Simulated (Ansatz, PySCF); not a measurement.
This Ansatz (a program for electronic structure) input computes a SVWN5/def2-TZVPD energy:

Ansatz 0.2 input:
```yaml
crystal:
  periodic: [false, false, false]
  atoms:
    - {symbol: Ca, position_ang: [-0.00000000, -0.00000000, -0.64726545]}
    - {symbol: O, position_ang: [0.00000000, 0.00000000, 1.33220972]}
    - {symbol: H, position_ang: [0.00000000, 0.00000000, 2.28763111]}
basis:
  gaussian:
    orbitals: def2-TZVPD
hamiltonian:
  xc: {name: SVWN5}
magnetization: {spin_polarized: true, initial_magnetization: 1}
output: {forces: true}
```

Question: Write an input for the same energy in PySCF and say what it gives.

Answer: 
```python
from pyscf import gto, scf, dft

mol = gto.M(
    atom='''
    Ca   -0.00000000   -0.00000000   -0.64726545
    O     0.00000000    0.00000000    1.33220972
    H     0.00000000    0.00000000    2.28763111
    ''',
    basis='def2-tzvpd',
    charge=0,
    spin=1,
    symmetry='C2v',
    verbose=4,
)

mf = dft.UKS(mol, xc='svwn').density_fit(auxbasis='def2-universal-jkfit')
mf.grids.level = 3
mf.conv_tol = 1e-9
mf.max_cycle = 100
mf.max_memory = 1500
mf.kernel()
if not mf.converged:
    mf = mf.newton()
    mf.kernel(mf.make_rdm1())
mf.analyze()
```
It gives -751.10488 Eh, and Ansatz -751.10485 Eh, a difference of 0.03 mEh, from the treatment of integrals and grids.

It need not be the lowest isomer of its formula.
